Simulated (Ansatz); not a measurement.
`[CH3][GeH]([OH])[F]` + HCl → `[CH3][GeH]([OH])[Cl]` + H–F at 600 K and 1 bar (ligand exchange at a Ge–F bond).

Computed with Ansatz on PBE0-D4/def2-TZVP structures; ΔE is electronic, products minus reactants. CCSD(T)/CBS is the MP2 limit (def2-TZVPP, def2-QZVPP) plus CCSD(T) − MP2 in def2-TZVPP, frozen cores. This one scheme is used for every species. For Ge outer-core shells are correlated without core-valence functions, which leaves a few kJ/mol of doubt a bond. Scalar relativity is left out up to krypton. One conformer a species, not always the lowest.

```tsv
species	CCSD(T)/CBS energy (Eh)	H − E (kJ/mol)	S (J/(mol·K))
`[CH3][GeH]([OH])[F]`	-2292.21807	215.3	416.3
HCl	-460.38127	35.4	207.2
`[CH3][GeH]([OH])[Cl]`	-2652.20691	214.4	429.4
H–F	-100.39570	42.3	194.0
```

H − E and S are ideal-gas, rigid-rotor, harmonic terms from PBE0-D4/def2-TZVP, for one conformer and one mirror image of each species. 1 Eh = 2625.50 kJ/mol, R = 8.31446 J/(mol·K).

By hand: ΔE, ΔH, ΔS and ΔG.

ΔE = (-2652.20691) + (-100.39570) − (-2292.21807) − (-460.38127) = -0.00327 Eh = -8.6 kJ/mol. Δ(H − E) = 214.4 + 42.3 − 215.3 − 35.4 = 6.0, so ΔH = -2.6 kJ/mol. ΔS = 429.4 + 194.0 − 416.3 − 207.2 = -0.1 J/(mol·K). ΔG = -2.6 − 600 × (-0.1)/1000 = -2.5 kJ/mol.

By hand: the equilibrium constant, and the temperature at which ΔG would vanish if ΔH and ΔS stayed fixed.

log₁₀ K = −ΔG/(RT ln 10) = 0.2. ΔG = 0 at ΔH/ΔS = 26000 K, far beyond where these terms or the molecules hold.

The number of gas molecules stays the same, so ΔS is small and ΔH decides. The sign of ΔG lies within the doubt. A doubt of 5 kJ/mol in ΔE shifts log₁₀ K by 0.4 here. Other conformers and mirror images would add mixing entropy, several J/(mol·K) or more a flexible species. These are equilibria of isolated gas molecules and say nothing of rates. Largest T1 diagnostic: 0.011 (customary marks: 0.02 for closed shells, 0.045 for open ones).
